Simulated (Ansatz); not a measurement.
Reaction (formal exchange of groups at the Se–C bond): `O=C[SeH]` + `[SiH3]Cl` → `Cl[SiH2][SeH]` + `C=O`

Gas-phase electronic energies from Ansatz, PBE0-D4/def2-TZVP geometries. CBS: MP2 limit from def2 TZ/QZ plus the TZ coupled-cluster correction, frozen cores. This one scheme is used for every species. DFT in def2-TZVPP. HSE06 is defined as in plane-wave codes. For Se outer-core shells are correlated without core-valence functions, which leaves a few kJ/mol of doubt a bond. Scalar relativity is left out up to krypton. One conformer a species, not always the lowest.

Q: Is it downhill or uphill in electronic energy at CCSD(T)/CBS, and by how much? (An estimate is asked.)

A: Ansatz gave: Downhill: ΔE = -14.9 kcal/mol.

Q: What do these levels give: r2SCAN-D4, r2SCANh-D4, BHLYP-D4, r2SCANh, r2SCAN0, HSE06, BHLYP, CAM-B3LYP, RPA@PBE/def2-TZVPP, MP2/def2-SVP, CCSD/def2-TZVPP, CCSD(T)/def2-TZVPP? (Estimate.)

A: The calculation gave: r2SCAN-D4 -10.4, r2SCANh-D4 -11.5, BHLYP-D4 -14.9, r2SCANh -11.4, r2SCAN0 -12.9, HSE06 -12.2, BHLYP -13.6, CAM-B3LYP -12.0, RPA@PBE/def2-TZVPP -12.6, MP2/def2-SVP -13.9, CCSD/def2-TZVPP -14.5, CCSD(T)/def2-TZVPP -13.5 kcal/mol.

Largest T1 diagnostic among the species: 0.015.

From BLYP to BHLYP (50 % exact exchange), in def2-TZVPP and without D4, ΔE moves by −5.6 kcal/mol. At CCSD(T), def2-SVP lies +1.5 kcal/mol from the extrapolated value and def2-TZVPP +1.4 kcal/mol. Leaving LDA and LC-ωPBE aside and taking each functional with its dispersion term where it has one, the values, not all of them listed here, spread over 5.8 kcal/mol, from BHLYP-D4 to BLYP-D4. LDA lies +0.8 kcal/mol from PBE without D4.
